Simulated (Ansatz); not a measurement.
Molecule: C3H6F, charge -1, multiplicity 1. It need not be the lowest isomer of its formula. Whether it binds its extra electron was not tested at this geometry. 
Coordinates optimised at B3LYP-D3(BJ)/def2-TZVP (Ansatz, a quantum-chemistry and plane-wave program):
```xyz
10

C      1.6039     0.1607     0.1861
C      0.4123    -0.7559    -0.1193
C     -0.8819    -0.2817     0.5012
F     -1.3134     0.8586    -0.3920
H      1.4062     1.1616    -0.2064
H      1.7306     0.2531     1.2692
H      2.5416    -0.2023    -0.2599
H      0.3673    -0.8776    -1.2290
H      0.6150    -1.7552     0.2954
H     -1.6460    -1.0451     0.2507
```
Charge -1, spin multiplicity 1.

Basis-set convergence of Hartree-Fock and CCSD correlation energies (hartree) with Ansatz. Cores are frozen in the correlated levels unless marked. No spin-orbit coupling. No relativistic terms. This anion needs diffuse functions, which these sets lack.

| basis | functions | E(HF) | E(corr, CCSD) |
|---|---|---|---|
| cc-pVDZ | - | -216.43607 | -0.66846 |
| cc-pVTZ | 204 | (withheld) | (withheld) |

Question: Some entries are withheld; supply them.

Answer: 
- cc-pVTZ, E(HF): -216.50942
- cc-pVTZ, E(corr, CCSD): -0.82539
